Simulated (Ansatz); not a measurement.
```yaml
crystal:
  periodic: [false, false, false]
  atoms:
    - {symbol: Li, position_ang: [0.967206, 1.774300, -0.533479]}
    - {symbol: I, position_ang: [-1.593698, 2.143335, -0.587689]}
    - {symbol: Li, position_ang: [-2.026500, -0.105838, 0.059960]}
    - {symbol: I, position_ang: [-1.357944, -2.431925, 0.758037]}
    - {symbol: Li, position_ang: [1.208141, -1.761060, 0.377561]}
    - {symbol: I, position_ang: [2.715351, 0.122025, -0.178678]}
basis:
  gaussian: {orbitals: STO-3G}
hamiltonian: {xc: {name: B2PLYP}}
```

```sh
$ ansatz run in.yaml --threads 4 --pin off --events-out ev --progress --plain --max-ram 3916MiB
```

Output, abridged:

```
Functional definition: B2PLYP
1032 factors; integrals over basis functions are off by at most 6.0e-4 eV
mean field evaluation 1: about -560000.8731 eV, gradient 6.8e0 eV
mean field evaluation 2: about -560000.8724 eV, gradient 6.8e0 eV
mean field evaluation 4: about -560001.2206 eV, gradient 2.4e-1 eV
mean field evaluation 8: about -560001.2210 eV, gradient 3.5e-3 eV
mean field -560001.22096019 eV, -20579.6652878262 hartree, gradient 7.8e-6 eV, S^2 0.000000; 0 other end points of the search recorded, 0 dependent functions left out
54 core orbitals not correlated: weight in the atoms' cores, before any rotation towards them, 1.000 or more for the frozen orbitals, at most 0.000 for the correlated occupied ones
reference -560001.22113614 eV, -20579.6652942923 hartree; 30, 30 occupied and 12, 12 virtual orbitals, 1032 factors
second order -1.35662329 eV of doubles, -0.00000000 eV of singles
Total energy: -560001.58742443 eV, -20579.6787551385 hartree
```

Hardware: 4 threads of Arm Neoverse V1 on a shared host. Wall time 2.8 s.

Correlated methods freeze 54 core orbitals; core or outer-core shells of Li, I are correlated, in sets that lack core-valence functions.
